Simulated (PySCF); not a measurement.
**A run with a changed setting**

The sound run of [ReO3Cl]− (doublet) uses PySCF 2.14.0, UKS PBE, Re def2-SVP with ECP60, O def2-SVP, Cl def2-SVP; non-relativistic Hamiltonian with scalar-relativistic core potentials where named; density fitting; no spin-orbit coupling, grid (50, 194), threshold 1e-8 and 55 cycles at the relaxed geometry. This run, with dm0 from free metal ions and neutral atoms, differs:

```python
mol = gto.M(atom='''
Re     0.00000     0.15481    -0.03941
O      1.52275     0.01401    -0.89611
O      0.00000     1.68562     0.80023
O     -1.52275     0.01401    -0.89611
Cl     0.00000    -2.14905     0.74496''',
    basis={'Re': 'def2-SVP', 'O': 'def2-SVP', 'Cl': 'def2-SVP'},
    ecp={'Re': 'def2-SVP'},
    charge=-1, spin=1)
mf = dft.UKS(mol, xc='PBE')
mf.grids.atom_grid = (50, 194)
mf = mf.density_fit()  # fitting sets: Re def2-universal-JKFIT, O def2-universal-JKFIT, Cl def2-universal-JKFIT
mf.conv_tol = 1e-08; mf.max_cycle = 8
mf.kernel(dm0)
```

What was changed, and how did it end?

The cycle limit was cut. The SCF did not converge. These settings are unsound on purpose: the numbers aren't the compound's.
```
init E= -790.498935218405
cycle= 1 E= -756.581419398492  delta_E= 33.9  |g|= 2.98  |ddm|=  4.8
cycle= 2 E= -659.825567660167  delta_E= 96.8  |g|= 7.05  |ddm|= 22.5
cycle= 3 E= -758.722631067578  delta_E= -98.9  |g|= 3.08  |ddm|= 21.1
cycle= 4 E= -757.585095211346  delta_E= 1.14  |g|= 3.53  |ddm|= 6.06
cycle= 5 E= -763.509186761442  delta_E= -5.92  |g|= 0.642  |ddm|= 3.71
cycle= 6 E= -761.652029710807  delta_E= 1.86  |g|= 2.19  |ddm|= 1.94
cycle= 7 E= -763.707069181397  delta_E= -2.06  |g|= 0.124  |ddm|= 1.41
cycle= 8 E= -763.710763322167  delta_E= -0.00369  |g|= 0.0757  |ddm|= 0.119
SCF not converged.
```

Run from Python with OMP_NUM_THREADS=2; the lines above give its settings.
It took 1.4 s on 2 threads of Arm Neoverse V2, on a shared host.

Open shells may have lower solutions than the one found.
